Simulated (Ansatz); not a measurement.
Two structures of GeNH$_{7}$O, closed shell, reached by relaxing down either side of one saddle point (PBE0-D4/def2-TZVP). Energies are electronic, without zero-point energy. Program: Ansatz 0.2.0. Basis: def2-TZVPP and def2-QZVPP. Cores are frozen in the correlated methods. Filled d shells of the heavier atoms are correlated. The def2 sets are not built for correlating such inner shells, so the correlated values are less sure here. Extrapolation: Hartree–Fock as exp(−7.88 √X), correlation as X^−2.97. First:

| atom | x (Å) | y (Å) | z (Å) |
| --- | --- | --- | --- |
| Ge1 | -0.4790 | -1.0620 | -0.7412 |
| N2 | 0.9722 | -0.0425 | -0.1796 |
| H3 | -0.0683 | -2.1765 | -1.7283 |
| H4 | -1.0936 | -1.6784 | 0.5181 |
| H5 | -1.4432 | -0.0937 | -1.4368 |
| H6 | 0.1052 | 1.1606 | 1.0709 |
| O7 | -0.4871 | 1.5962 | 1.7113 |
| H8 | 1.6428 | -0.5774 | 0.3582 |
| H9 | 1.4719 | 0.3903 | -0.9459 |
| H10 | -0.6209 | 2.4832 | 1.3732 |

Second:

```
10
angstrom
Ge -1.2489 -0.3830 -0.3538
N 1.7555 -0.1979 0.1598
H -0.5879 -0.5017 -1.7302
H -0.9165 -1.5544 0.5751
H -2.7863 -0.2790 -0.5251
H 1.3927 0.6808 0.5132
O -0.7614 1.1642 0.4211
H 2.2354 -0.6647 0.9187
H 2.4429 0.0130 -0.5523
H -1.5254 1.7227 0.5735
```

Which bonds change from the first to the second?

GeNH₅ ([NH2][GeH3]) + H₂O → GeH₄O ([OH][GeH3]) + NH₃; bonds formed: Ge1–O7, N2–H6; bonds broken: Ge1–N2, H6–O7.

Give the saddle point's structure and its height above each. (An estimate is asked for; the value comes from the calculation.)

By the calculation: 28.67 kcal/mol above the first and 31.32 kcal/mol above the second (CCSD(T) at an estimated basis limit (MP2 extrapolated from triple and quadruple zeta, plus CCSD(T) − MP2 in triple zeta)).
Ge1  (-0.662, -0.605, -0.345)
N2  (1.207, 0.058, -0.051)
H3  (-0.216, -1.667, -1.430)
H4  (-1.208, -1.477, 0.790)
H5  (-1.586, 0.308, -1.170)
H6  (0.675, 0.822, 0.626)
O7  (-0.585, 0.987, 1.122)
H8  (1.821, -0.600, 0.412)
H9  (1.662, 0.408, -0.884)
H10  (-1.108, 1.766, 0.930)
(Å)

The T1 diagnostic stays at or below 0.012.

The step is the kind of ligand exchange by which a precursor binds to a hydroxyl group, or is hydrolysed, in atomic layer deposition of oxides.

Labels in which every atom is bracketed show which atoms are joined, not bond orders.

For scale, one of the runs: CCSD(T)/def2-TZVPP, 208 basis functions, launched by `ansatz run in.yaml --threads 4 --pin off --events-out ev --progress --plain --max-ram 9574MiB`. Time: 74 s of wall clock on 4 CPU threads of an Arm Neoverse V1; the host was shared. Peak host memory: 2.9 GiB.
